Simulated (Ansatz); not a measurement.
Consider the β-hydride elimination: `C#[C][SnH2][O]C` → `C#[C][SnH3]` + `C=O`.

Isolated molecules relaxed with PBE0-D4/def2-TZVP in Ansatz; ΔE leaves out vibrations. CCSD(T)/CBS is the MP2 limit (def2-TZVPP, def2-QZVPP) plus CCSD(T) − MP2 in def2-TZVPP, frozen cores. This one scheme is used for every species. Functionals use def2-TZVPP. B3LYP here is the variant with VWN-RPA as its local correlation; programs differ in this. HSE06 is defined as in plane-wave codes. def2 core potentials past Kr. For Sn outer-core shells are correlated without core-valence functions, which leaves a few kJ/mol of doubt a bond. Each species was taken in one conformer, which may not be the lowest.

```
             level  ΔE (kJ/mol)  difference from CCSD(T)/CBS
         revPBE-D4        113.4                        -16.2
            B97M-V        118.6                        -11.0
        r2SCAN0-D4        132.2                          2.6
           ωB97X-V        125.3                         -4.3
               PBE        112.2                        -17.4
              PBE0        120.7                         -8.9
             B3LYP        103.5                        -26.1
           r2SCANh        127.1                         -2.5
             HSE06        121.0                         -8.6
         CAM-B3LYP        115.9                        -13.7
RPA@PBE/def2-TZVPP        105.3                        -24.3
    MP2/def2-TZVPP        126.7                         -2.9
SCS-MP2/def2-TZVPP        116.3                        -13.3
     HF/def2-QZVPP         96.0                        -33.6
SCS-MP2/def2-QZVPP        124.1                         -5.5
     MP2/CBS(def2)        140.5                         10.9
       CCSD(T)/CBS        129.6                            0
```

Largest T1 diagnostic among the species: 0.015.

Leaving LDA and LC-ωPBE aside and taking each functional with its dispersion term where it has one, the values, not all of them listed here, spread over 24.8 kJ/mol, from BLYP-D4 to r2SCAN0-D4. LDA lies +37.3 kJ/mol from PBE without D4. At CCSD(T), def2-SVP lies −34.6 kJ/mol from the extrapolated value and def2-TZVPP −13.8 kJ/mol.

CCSD(T)/CBS has its own doubt, a few kJ/mol and more with outer-core shells, so smaller differences from it don't rank the levels.
